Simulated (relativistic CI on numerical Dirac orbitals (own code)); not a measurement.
Cr3+ (3d3) in a crystal field

Calculated by Dirac-Coulomb-Breit CI, orbitals from a KLI potential per configuration, QED by a radiative potential, valence Slater integrals scaled by 0.75, one configuration in a parametric crystal field (own radial code).

Field parameters in Wybourne normalisation: D3d B²₀ = −7Dσ, B⁴₀ = −14Dq − 21Dτ, B⁴₃ = −14√(10/7) Dq; D4h B²₀ = −7Ds, B⁴₀ = 21(Dq − Dt), B⁴₄ = 21√(5/14) Dq; Oh B⁴₀ = 21Dq, B⁴₄ = √(5/14) B⁴₀; Td as Oh with Dq negative (B⁴₀ = 21Dq, B⁴₄ = √(5/14) B⁴₀). The field is a parameter set, without covalency.

S is read from ⟨S²⟩ = S(S + 1).

Powder χT (cm³ K mol⁻¹) by Van Vleck's formula, with temperature-independent terms:

| Field | 2 K | 5 K | 10 K | 20 K | 50 K | 100 K | 200 K | 300 K |
| --- | --- | --- | --- | --- | --- | --- | --- | --- |
| D3d, 10Dq = 21950, Dσ = -810, Dτ = 210 cm⁻¹ | 1.75 | 1.81 | 1.82 | 1.83 | 1.83 | 1.83 | 1.84 | 1.85 |
| D3d, 10Dq = 29750, Dσ = 730, Dτ = -370 cm⁻¹ | 1.78 | 1.83 | 1.83 | 1.84 | 1.84 | 1.84 | 1.85 | 1.86 |
| D4h, 10Dq = 12850, Ds = 1400, Dt = -140 cm⁻¹ | 1.78 | 1.79 | 1.79 | 1.79 | 1.79 | 1.8 | 1.82 | 1.83 |
| Oh, 10Dq = 15800 cm⁻¹ | 1.8 | 1.8 | 1.8 | 1.8 | 1.81 | 1.81 | 1.83 | 1.84 |
| Oh, 10Dq = 21400 cm⁻¹ | 1.82 | 1.82 | 1.82 | 1.82 | 1.83 | 1.83 | 1.84 | 1.85 |
| Td, 10Dq = -3450 cm⁻¹ | 0.217 | 0.238 | 0.272 | 0.336 | 0.483 | 0.691 | 1.07 | 1.37 |
| Td, 10Dq = -4600 cm⁻¹ | 0.238 | 0.262 | 0.302 | 0.371 | 0.518 | 0.725 | 1.1 | 1.4 |
| Td, 10Dq = -13200 cm⁻¹ | 0.336 | 0.358 | 0.395 | 0.463 | 0.612 | 0.813 | 1.17 | 1.44 |

Q: For Oh, 10Dq = 21400 cm⁻¹: what effective moment follows at 300 K?

A: μ_eff = √(8χT) = 3.85 μB. The ground level has S = 1.50; the spin-only moment for S = 3/2 is 3.88 μB. The difference comes from the orbital moment, spin-orbit mixing of terms and temperature-independent paramagnetism, all larger in this ionic model than in covalent complexes.
